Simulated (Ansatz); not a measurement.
The cluster W₃Se₅, relaxed as a singlet with RKS PBE-D4/def2-SVP in Ansatz, starting from the GFN1-xTB geometry. Force threshold 0.03 eV/Å.

In the def2 sets W takes a core potential; there is no spin–orbit coupling. The restricted singlet is unstable towards broken spin symmetry in Hartree–Fock (as tested in another run); at PBE-D4/def2-SVP this wasn't settled. The relaxation made no stability test and no search for a lower SCF solution. The structure comes from a short search, and lower isomers may exist.

Start:

```xyz
8

W    -1.4444    0.1515   -0.0433
W     0.5918   -0.6383   -1.5443
W     1.0849    0.0618    0.9631
Se    2.1809    2.0658    0.9254
Se   -1.5627   -1.6995   -1.6510
Se    2.1612   -1.8306   -0.1687
Se   -0.9208   -0.3310    2.2839
Se   -2.0908    2.2203   -0.7651
```

Estimate the energy that the relaxation releases and the steps that it takes.

94.0 kJ/mol, in 13 steps; 2.4 min on 4 threads of Arm Neoverse V1 on a shared host. No frequencies were taken in this run, so the end may be a saddle point.

Does the start keep its bonding and symmetry?

Bonds formed: W2–Se4, W2–Se8 (atoms count from 1). Point group Cs at the start, C2v at the end, both within 0.05 Å; within 0.015 Å the end is Cs.

Predict the relaxed structure.


```xyz
8

W    -1.570   -0.066    0.083
W     0.433    0.200   -1.070
W     1.079   -0.163    1.135
Se    1.961    1.924    0.364
Se   -1.432   -1.670   -1.689
Se    2.095   -1.796   -0.290
Se   -1.011   -0.478    2.502
Se   -1.554    2.049   -1.035
```
Bond lengths (bridged metal pairs left out): 10 × Se–W 2.39 to 2.71 Å.
